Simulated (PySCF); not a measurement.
C2H6FMgN, SMILES [Mg]([N](C)C)[F]. Heavy atoms are numbered as in [Mg:1]([F:2])[N:3]([CH3:4])[CH3:5]. Hydrogens are named by the atom that carries them.

Geometry: B3LYP-D3(BJ)/def2-SVP. Other conformers were not sampled.

Method: B3LYP/def2-TZVP run with PySCF.

Atomic charges (e), one atom of each kind:

```tsv
atom	Mulliken	IAO
Mg1	0.92	1.67
F2	-0.56	-0.89
N3	-0.51	-0.86
C4 (CH3)	-0.20	-0.28
H on C4	0.10	0.10
```
